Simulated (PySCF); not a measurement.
BFO. Atoms are numbered in the order given.

```xyz
3

F      0.0000     0.0000     1.1962
B      0.0000     0.0000    -0.0860
O      0.0000     0.0000    -1.2920
```
Charge 0, spin multiplicity 1.

Geometry optimised at PBE0-D3(BJ)/def2-TZVP.

Method: PBE0-D3(BJ)/def2-TZVP in PySCF 2.14.0.

Frequencies are harmonic and unscaled.

Modes within 1.5 cm⁻¹ of each other (mostly degenerate sets) share a row, with their intensities summed.

```tsv
mode	ν (cm⁻¹)	IR (km/mol)	Raman (Å⁴/amu)	depolarisation	moving atoms (share of kinetic energy)
1–2	514	144.0	2.8	0.75	B 76 %, O 14 %, F 10 %
3	1033	16.1	7.7	0.09	F 54 %, O 42 %
4	2150	369.0	12.9	0.03	B 73 %, O 23 %
```
